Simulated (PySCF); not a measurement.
## Electron correlation in As (arsenic, neutral)

[Ar] 3d10 4s2 4p3, high-spin 4S determinant. Calculation: PySCF 2.14, in cc-pVDZ-PP with ECP10MDF; a scalar-relativistic core potential. Frozen: 3s2 3p6 3d10; 5 electrons correlated.

MP2 pair energies summed by pair of shells (mhartree):

```tsv
pair	energy	share (%)
4s-4p	-35.08	64.2
4p-4p	-12.26	22.4
4s-4s	-7.32	13.4
```

Total MP2 correlation energy: -54.66 mhartree.

Same-spin part -14.89 and opposite-spin part -39.77 mhartree; SCS-MP2 scales them by 1/3 and 6/5 to -52.69 mhartree.

| level | correlation energy (mhartree) |
| --- | --- |
| CCSD | -69.28 |
| (T) | -0.70 |
| CCSD(T) | -69.98 |

Diagnostics: T1 = 0.0025, D1 = 0.0072, largest double amplitude 0.058.

Task: Is a single reference adequate?

Result: Yes, within this model without spin-orbit coupling: T1 lies below 0.03 and no double amplitude reaches 0.07.
